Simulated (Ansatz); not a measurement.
Reaction: H4BGeO (SMILES O[BH][GeH2], doublet) → H4BGeO (SMILES O[B][GeH3], doublet)
Each species at its own B3LYP-D3(BJ)/def2-TZVP minimum (Ansatz, a quantum-chemistry and plane-wave program), one conformer.

Total energies in hartree (Ansatz). UHF or UKS for unpaired electrons; spin-orbit terms are left out. Cores are frozen in correlated methods (noble-gas shells, and filled d and f shells in the p block). No relativity.

| species | HF/cc-pVTZ | CCSD(T)/cc-pVTZ | HF/cc-pVQZ | CCSD(T)/cc-pVQZ | CCSD(T)/cc-pVDZ | CCSDT(Q)/cc-pVDZ |
|---|---|---|---|---|---|---|
| 1: H4BGeO (SMILES O[BH][GeH2], doublet) | -2177.32629 | -2177.81962 | -2177.33756 | -2177.86051 | -2177.62092 | -2177.62284 |
| 2: H4BGeO (SMILES O[B][GeH3], doublet) | -2177.29516 | -2177.78272 | -2177.30671 | -2177.82392 | -2177.58502 | -2177.58697 |

Q: Work out the isomerisation energy (electronic) in kcal/mol: take Hartree-Fock from cc-pVQZ, extrapolate the CCSD(T) correlation energy as X^-3 (X = 3, 4), and add CCSDT(Q) - CCSD(T) in cc-pVDZ. 1 hartree = 627.51 kcal/mol.

A: 
Species 1: correlation (64·(-0.52295) - 27·(-0.49333))/37 = -0.54456; step -0.00192; E1 = -2177.33756 + (-0.54456) + (-0.00192) = -2177.88404
Species 2: correlation (64·(-0.51721) - 27·(-0.48756))/37 = -0.53885; step -0.00195; E2 = -2177.30671 + (-0.53885) + (-0.00195) = -2177.84751
-1·E1 +1·E2 = 0.03653 hartree = 22.9 kcal/mol.
